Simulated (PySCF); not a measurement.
Gas-phase reaction: 4 SnHCl₃ + C₂H₄ → 4 SnCl₃ + 2 CH₄

Computed with PySCF and rigid-rotor harmonic-oscillator thermochemistry at 1 bar. † marks an energy on the PBE0/def2-TZVP geometry and frequencies; other levels use their own. MP2 and CCSD(T) freeze the core. Open shells (unrestricted): SnCl₃ (multiplicity 2); the rest are closed-shell singlets. Sn: scalar-relativistic def2 core potential, no spin-orbit coupling. SnHCl₃, SnCl₃: computed as isolated molecules; such fragments, hydroxides, amides, oligomers or adducts are transient or little studied in the gas. MP2 isn't extrapolated to the basis-set limit; its ΔH°(298 K) is 112.1 kJ in def2-SVP and 125.0 kJ in def2-TZVPP. CCSD(T) isn't extrapolated to the basis-set limit. The harmonic model lacks anharmonicity and excited electronic states, which grow with temperature; levels with a mode under 35 cm⁻¹ are left out. Soft modes under 120 cm⁻¹ make the harmonic entropy rough for SnHCl₃, SnCl₃.

```tsv
level	ΔE electronic, kJ	ΔH°(298 K), kJ	ΔS°(298 K), J/K	ΔG°(1400 K), kJ
BLYP/def2-TZVP†	-69	-38	176	-260
CCSD(T)/def2-SVP†	82	112	176	-109
HF/def2-TZVP†	0	31	176	-191
M06-2X/def2-TZVP†	8	39	176	-183
MP2/def2-SVP†	81	112	176	-110
PBE/def2-SVP	-39	-8	182	-237
PBE0/def2-QZVP†	15	45	176	-176
r2SCAN/def2-TZVP†	-5	26	176	-196
ωB97M-V/def2-TZVP†	66	96	176	-125
ωB97X-V/def2-TZVP†	90	121	176	-101
```
ΔH° is lowest at BLYP/def2-TZVP† and highest at ωB97X-V/def2-TZVP†. No reference value is set beside these.
